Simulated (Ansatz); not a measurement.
**A geometry optimisation of ClGaGeH4Si with B3LYP-D3(BJ)/def2-SVP**

The starting geometry of this gas-phase singlet was optimised with GFN2-xTB.

```xyz
8

Cl    1.5205    0.7995   -0.3727
Ga    0.0511    0.2657   -2.1555
Ge   -1.8741   -0.5502   -0.8199
Si   -0.2179    0.1257    0.8830
H    -0.2041    1.3057    1.7658
H     0.5607   -0.8527    1.6675
H    -2.3187    1.0031   -0.8758
H     1.1455    0.7591   -3.3556
```

Q: Where would you expect an optimisation with B3LYP-D3(BJ)/def2-SVP to take it?

A: It keeps its links, though one stretches towards breaking. Distances that change by over a tenth: Cl1–Ga2 (2.37 → 2.68 Å).

The energy falls by 0.26 eV over 17 steps:

| step | E − E(last) (eV) |
| --- | --- |
| 1 | 0.259 |
| 3 | 0.026 |
| 5 | 0.012 |
| 6 | 0.011 |
| 8 | 0.006 |
| 10 | 0.003 |
| 12 | 0.001 |
| 13 | 0.001 |
| 15 | 0.000 |
| 17 | 0.000 |

Final geometry (Å):

```csv
atom,x (Å),y (Å),z (Å)
Cl,1.6073,0.9843,-0.2312
Ga,-0.0258,0.1092,-2.1658
Ge,-1.8679,-0.5117,-0.7093
Si,-0.1159,0.1534,0.8898
H,-0.3981,1.2402,1.8747
H,0.5278,-0.9626,1.6444
H,-1.8238,1.0780,-1.1868
H,0.7593,0.7651,-3.3792
```

The end wasn't checked by frequencies. Run with Ansatz 0.2.0, 90 s on 2 threads of Intel(R) Xeon(R) Platinum 8259CL CPU @ 2.50GHz (Skylake/Cascade Lake), on a shared host.
